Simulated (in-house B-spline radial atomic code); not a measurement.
Settings and results of a run for As4+. Computed with an all-electron radial atomic-structure program (B-spline basis): scalar-relativistic (X2C) PW91, spin-polarised, spherical fractional occupations, Fermi nucleus of rms radius 4.0968 fm.

Command:
```bash
python run_scf.py task.json out
```
Settings (nuclear radius in fm, mass in u):
```
Z                33
configuration    [Ar] 3d10 4s1
hamiltonian      x2c
method           pw91,pw91
spin_polarised   True
nucleus          fermi
rms_radius       4.0968
atomic_mass      74.92159
speed_of_light   137.035999084
```

Output (hartree, bohr):
```
 radial grid: 68 intervals, B-splines of order 8, outer radius 22.1277 bohr

 iter        energy (Eh)    residual
    1       -2250.451713    4.46e-01
    2       -2250.910785    6.00e-01
    3       -2257.025006    3.15e-02
    4       -2257.044207    1.30e-02
    5       -2257.046075    3.24e-03
    6       -2257.046167    1.78e-03
    7       -2257.046229    3.06e-04
    8       -2257.046231    1.37e-06
    9       -2257.046231    8.89e-08

 total energy                     -2257.04623
 kinetic                            2307.7931
 electron-nucleus                  -5394.1645
 Hartree                             912.5170
 exchange-correlation                -83.1919

 orbital      occ     eigenvalue          <r>       <r^2>       <1/r>       r_max
 1s up      1.000      -432.1866    0.0451006  0.00274994     34.1762     0.02928
 1s down    1.000      -432.1826    0.0451007  0.00274996     34.1761     0.02928
 2s up      1.000       -56.4579     0.202457   0.0484079     7.48675        0.17
 2s down    1.000       -56.4558     0.202459   0.0484085     7.48656        0.17
 2p up      3.000       -49.7499     0.177041   0.0384055     7.23396      0.1361
 2p down    3.000       -49.7476     0.177043   0.0384062     7.23386      0.1361
 3s up      1.000        -8.8390     0.597941    0.412091     2.40638      0.5217
 3s down    1.000        -8.8330     0.597493    0.411318     2.40763      0.5217
 3p up      3.000        -6.7619     0.616266    0.446118     2.23768      0.5208
 3p down    3.000        -6.7547     0.615372    0.444545        2.24      0.5208
 3d up      5.000        -3.3392     0.668666    0.559688     1.92195       0.476
 3d down    5.000        -3.3276      0.66474    0.552006     1.92926      0.4756
 4s up      1.000        -2.1279      1.67201     3.15254    0.795615       1.494
```

Time taken, with all properties: 0.22 s on 1 thread of Arm Neoverse V2, with other jobs on the host.

One-electron X2C: radii and densities carry no picture-change correction, so inner-shell <1/r> comes out high (for 1s by about 2 % at Z = 33, 5 % at 54, 10 % at 75, 30 % at 118) and <r> low.
